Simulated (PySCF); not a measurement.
CH6AlO4Si (SMILES [CH3][Al+][O][Si](O)(O)O), charge +1, singlet, at a GFN2-xTB geometry (such geometries of metal compounds can be far from the true shape); HF/STO-3G in PySCF.

Here is a job for PySCF.
```python
from pyscf import gto, scf

mol = gto.Mole()
mol.atom = '''
    Al   -1.47581541    1.10659658    0.80925124
    C    -2.91231060    2.18371006    1.59694156
    H    -3.31907799    1.66505913    2.47216402
    H    -3.70659780    2.32977006    0.85650440
    H    -2.51289459    3.15738599    1.90172817
    O    -0.29509848    0.22127088    0.16181483
    Si    0.98467813   -0.73833181   -0.53994015
    O     0.88768608   -2.14034783    0.22000809
    O     2.31536408    0.08657114   -0.22152568
    O     0.61665738   -0.81031815   -2.09298762
    H     0.39274116   -2.88759398   -0.10920994
    H     2.86417243   -0.06934967    0.54413083
    H     0.95875446   -0.20405048   -2.74654778
'''
mol.basis = 'sto-3g'
mol.charge = 1
mol.verbose = 4
mol.build()

mf = scf.RHF(mol)
mf.conv_tol = 1e-12
mf.kernel()
```

The log (banner, timings and long lists left out):

```
PySCF version 2.14.0

[INPUT] verbose = 4
[INPUT] num. atoms = 13
[INPUT] num. electrons = 70
[INPUT] charge = 1
[INPUT] spin (= nelec alpha-beta = 2S) = 0
[INPUT] symmetry False subgroup None
[INPUT] Mole.unit = angstrom
[INPUT] Symbol           X                Y                Z      unit          X                Y                Z       unit  Magmom
[INPUT]  1 Al    -1.475815410000   1.106596580000   0.809251240000 AA   -2.788886935313   2.091164466580   1.529263209565 Bohr   0.0
[INPUT]  2 C     -2.912310600000   2.183710060000   1.596941560000 AA   -5.503469423668   4.126613948858   3.017782185336 Bohr   0.0
[INPUT]  3 H     -3.319077990000   1.665059130000   2.472164020000 AA   -6.272148387172   3.146505736907   4.671712932804 Bohr   0.0
[INPUT]  4 H     -3.706597800000   2.329770060000   0.856504400000 AA   -7.004454695915   4.402627346612   1.618558740485 Bohr   0.0
[INPUT]  5 H     -2.512894590000   3.157385990000   1.901728170000 AA   -4.748682555001   5.966594790639   3.593745404670 Bohr   0.0
[INPUT]  6 O     -0.295098480000   0.221270880000   0.161814830000 AA   -0.557655306975   0.418141362542   0.305785711593 Bohr   0.0
[INPUT]  7 Si     0.984678130000  -0.738331810000  -0.539940150000 AA    1.860771986549  -1.395244909954  -1.020339007157 Bohr   0.0
[INPUT]  8 O      0.887686080000  -2.140347830000   0.220008090000 AA    1.677483575789  -4.044671210007   0.415755035289 Bohr   0.0
[INPUT]  9 O      2.315364080000   0.086571140000  -0.221525680000 AA    4.375403989856   0.163595744891  -0.418622864758 Bohr   0.0
[INPUT] 10 O      0.616657380000  -0.810318150000  -2.092987620000 AA    1.165313560892  -1.531279377264  -3.955173383905 Bohr   0.0
[INPUT] 11 H      0.392741160000  -2.887593980000  -0.109209940000 AA    0.742173230244  -5.456761781143  -0.206376876680 Bohr   0.0
[INPUT] 12 H      2.864172430000  -0.069349670000   0.544130830000 AA    5.412501466230  -0.131051883129   1.028258244632 Bohr   0.0
[INPUT] 13 H      0.958754460000  -0.204050480000  -2.746547780000 AA    1.811783350105  -0.385599522786  -5.190223092232 Bohr   0.0

nuclear repulsion = 447.401256135397
number of shells = 31
number of NR pGTOs = 147
number of NR cGTOs = 49
basis = sto-3g
ecp = {}

******** <class 'pyscf.scf.hf.RHF'> ********
method = RHF
initial guess = minao
damping factor = 0
level_shift factor = 0
DIIS = <class 'pyscf.scf.diis.CDIIS'>
diis_start_cycle = 1
diis_space = 8
diis_damp = 0
SCF conv_tol = 1e-12
SCF conv_tol_grad = None
SCF max_cycles = 50
direct_scf = True
direct_scf_tol = 1e-13
Set gradient conv threshold to 1e-06
Initial guess from minao.
init E= -861.647869701103
  HOMO = -0.42423901504508  LUMO = -0.0215382168218741  gap/eV = 10.95805
cycle= 1 E= -860.648446346454  delta_E= 0.999  |g|= 0.773  |ddm|= 4.46
  HOMO = -0.353183735716588  LUMO = 0.0451812307129791  gap/eV = 10.84006
cycle= 2 E= -860.84751348721  delta_E= -0.199  |g|= 0.339  |ddm|=  1.5
  HOMO = -0.493377376412289  LUMO = 0.0619678198525084  gap/eV = 15.11171
cycle= 3 E= -860.882340269727  delta_E= -0.0348  |g|= 0.0834  |ddm|= 0.505
  HOMO = -0.51334001052561  LUMO = 0.0666260404830143  gap/eV = 15.78168
cycle= 4 E= -860.884852061936  delta_E= -0.00251  |g|= 0.0144  |ddm|= 0.126
  HOMO = -0.514290792897701  LUMO = 0.0655630565847097  gap/eV = 15.77863
cycle= 5 E= -860.884987626906  delta_E= -0.000136  |g|= 0.00273  |ddm|= 0.0371
  HOMO = -0.514152565708463  LUMO = 0.0656847803352728  gap/eV = 15.77818
cycle= 6 E= -860.88499350881  delta_E= -5.88e-06  |g|= 0.000692  |ddm|= 0.00763
  HOMO = -0.514242784569846  LUMO = 0.0656046720667993  gap/eV = 15.77845
cycle= 7 E= -860.884993972143  delta_E= -4.63e-07  |g|= 0.00019  |ddm|= 0.00234
  HOMO = -0.514290257344928  LUMO = 0.0656304172215284  gap/eV = 15.78045
cycle= 8 E= -860.884994002437  delta_E= -3.03e-08  |g|= 4.87e-05  |ddm|= 0.000586
  HOMO = -0.51429178374493  LUMO = 0.0656291923084127  gap/eV = 15.78045
cycle= 9 E= -860.884994004662  delta_E= -2.22e-09  |g|= 8.56e-06  |ddm|= 0.00018
  HOMO = -0.514289322625797  LUMO = 0.0656288500339335  gap/eV = 15.78038
cycle= 10 E= -860.884994004713  delta_E= -5.07e-11  |g|= 1.87e-06  |ddm|= 2.31e-05
  HOMO = -0.514289418078158  LUMO = 0.0656288996168162  gap/eV = 15.78038
cycle= 11 E= -860.884994004714  delta_E= -1.82e-12  |g|= 2.6e-07  |ddm|= 5.98e-06
  HOMO = -0.514289378943377  LUMO = 0.0656288439519114  gap/eV = 15.78038
cycle= 12 E= -860.884994004713  delta_E= 1.59e-12  |g|= 5.72e-08  |ddm|= 8.25e-07
  HOMO = -0.514289386344646  LUMO = 0.0656288407764763  gap/eV = 15.78038
cycle= 13 E= -860.884994004713  delta_E=    0  |g|= 1.43e-08  |ddm|= 1.6e-07
  HOMO = -0.514289382563465  LUMO = 0.065628841025089  gap/eV = 15.78038
Extra cycle  E= -860.884994004712  delta_E= 1.36e-12  |g|= 6.66e-09  |ddm|= 3.34e-08
converged SCF energy = -860.884994004712
```
